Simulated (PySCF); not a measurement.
AlCl2, SMILES [Cl][Al][Cl], multiplicity 2. Geometry optimised at PBE-D3(BJ)/def2-TZVP. The multiplicity is an assumed one; other spin states were not compared. The isomer is the one that the SMILES or the coordinates give; other isomers of the formula were not compared.

### Question
Give the equilibrium geometry at PBE-D3(BJ)/def2-TZVP (PySCF confirms it by a frequency run) as Cartesian coordinates in Å, and its point group. (Estimate from the structure and the level; the computed values follow.)

### Answer
point group C2v.
```xyz
3

Al     0.0000     0.0000     0.7751
Cl     0.0000    -1.8290    -0.2964
Cl     0.0000     1.8290    -0.2964
```
Charge 0, spin multiplicity 2.
